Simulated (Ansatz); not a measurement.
CHFSe (`FC=[Se]`), 4 atoms. Total charge 0; spin multiplicity 1. Correlated methods include outer-core shells of Se, which these sets cover unevenly. Scalar relativity is left out up to krypton. All runs use 2 threads of an Arm Neoverse V1 on a shared host. Correlated methods freeze the cores. Open-shell runs search over several starts.

(1) Give the basis size and wall time and peak host memory of each of these runs in Ansatz. RKS r2SCAN-D4/def2-TZVPP energy and forces; RHF-CCSD(T)/def2-TZVPP energy; RKS PBE0-D4/def2-TZVP frequencies; RKS B3LYP-D4/def2-TZVPP energy and forces; direct RPA on PBE orbitals/def2-TZVPP energy; UKS ωB97M-V/def2-TZVPP energy of the cation; UKS ωB97X-V/def2-TZVPP energy of the cation; RKS ωB97M-V/def2-SVP energy; UKS r2SCAN-D4/def2-TZVPP energy of the cation; RKS r2SCANh-D4/def2-TZVPP energy; RKS ωB97M-V/def2-QZVPP energy; UKS PBE-D4/def2-TZVPP energy of the cation. (Estimate.)

Answers

(1) Ansatz gave: Other jobs shared the machine, so times are rough.

| level | job | functions | wall time | peak host memory (GiB) |
| --- | --- | --- | --- | --- |
| RKS B3LYP-D4/def2-TZVPP | energy and forces | 124 | 1.7 s | 0.25 |
| direct RPA on PBE orbitals/def2-TZVPP | energy | 124 | 2 s | 0.25 |
| RKS r2SCAN-D4/def2-TZVPP | energy and forces | 124 | 2.6 s | 0.14 |
| RKS r2SCANh-D4/def2-TZVPP | energy | 124 | 2.7 s | 0.25 |
| RKS ωB97M-V/def2-SVP | energy | 65 | 3.1 s | 0.25 |
| UKS PBE-D4/def2-TZVPP | energy of the cation | 124 | 3.6 s | 0.25 |
| UKS r2SCAN-D4/def2-TZVPP | energy of the cation | 124 | 4.4 s | 0.25 |
| RHF-CCSD(T)/def2-TZVPP | energy | 124 | 6 s | 0.47 |
| RKS ωB97M-V/def2-QZVPP | energy | 233 | 9 s | 0.61 |
| UKS ωB97M-V/def2-TZVPP | energy of the cation | 124 | 9.5 s | 0.38 |
| UKS ωB97X-V/def2-TZVPP | energy of the cation | 124 | 11 s | 0.37 |
| RKS PBE0-D4/def2-TZVP | frequencies | 116 | 20 s | 0.25 |

B3LYP here is the variant with VWN-RPA as its local correlation; programs differ in this.
